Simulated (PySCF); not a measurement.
## State search for PbI

Unrestricted PBE0; Pb cc-pVDZ-PP with ECP60, I cc-pVDZ-PP with ECP28; scalar-relativistic core potentials (PySCF 2.14). Outer shells of the fragments: Pb 5d10 6s2 6p2; I 4d10 5s2 5p5.

Followed along the bond (rough minima from three points):

```csv
2Ms+1,unpaired,⟨S²⟩ at the start,R at minimum (Å),Te (eV)
2,π ↑,0.75,2.83,0.00
4,"σ ↑, π ↑↑",3.76,none in the scan,≤ 2.99
```

Solutions found at the starting distance of 2.705 Å, counted from the lowest of them; the search is not exhaustive and high or unbound solutions are not listed, so other states can lie among these:

```tsv
2Ms+1	unpaired	term	E (eV)	⟨S²⟩	⟨Lz²⟩	μ (D)
2	π ↑	²Π	0.00	0.75	1.00	-2.70
2	σ ↑	²Σ⁺	2.31	0.75	0.00	-2.12
4	σ ↑, π ↑↑	⁴Σ⁻	3.28	3.76	0.00	0.71
4	π ↑↑↑	⁴Π	3.48	3.76	1.00	3.20
2	σ ↓, π ↑↑	mixed	3.64	1.76	0.00	1.01
2	π ↑↑↓	mixed	3.78	1.76	3.01	3.21
```

A term symbol is given only where ⟨S²⟩ and ⟨Lz²⟩ are close to those of a pure state; real π, δ and φ orbitals otherwise mix terms. A positive dipole means Pb(−)I(+).

These are scalar-relativistic numbers at best; spin–orbit coupling would shift them, the dissociation energy most. Counting both spins, an empty level lies below a filled one in some of these solutions, because spin and occupation are held.
